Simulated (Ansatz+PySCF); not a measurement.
Values are calculated unless marked as measured or tabulated.
This PySCF input gave a total energy of -15.75121 hartree.

```python
from pyscf import gto, dft

mol = gto.M(atom="""
H 0.000000 0.000000 -2.008660
Be 0.000000 0.000000 0.000000
H 0.000000 0.000000 2.008660
""", basis='6-31g', charge=0, spin=0)
mf = dft.UKS(mol, xc='pbe0')
mf.kernel()
print(mf.converged, mf.e_tot, mf.spin_square()[0])
```

**Question.** Write an input for Ansatz with the same method and basis set.

**Answer.**

```yaml
crystal:
  periodic: [false, false, false]
  atoms:
    - { symbol: H, position_ang: [0.0, 0.0, -2.00866] }
    - { symbol: Be, position_ang: [0.0, 0.0, 0.0] }
    - { symbol: H, position_ang: [0.0, 0.0, 2.00866] }
basis:
  gaussian: { orbitals: "6-31G" }
magnetization:
  spin_polarized: true
hamiltonian:
  xc: pbe0
scf:
  omitted_lower_state_checks: [stability, starts, atomic_configurations, cluster_reference, orbital_swaps, given_window_search, neighbouring_geometries, increment]
```

Ansatz (development build ahead of 0.2.0) gave -15.75121 hartree, 0.00 meV from the first.
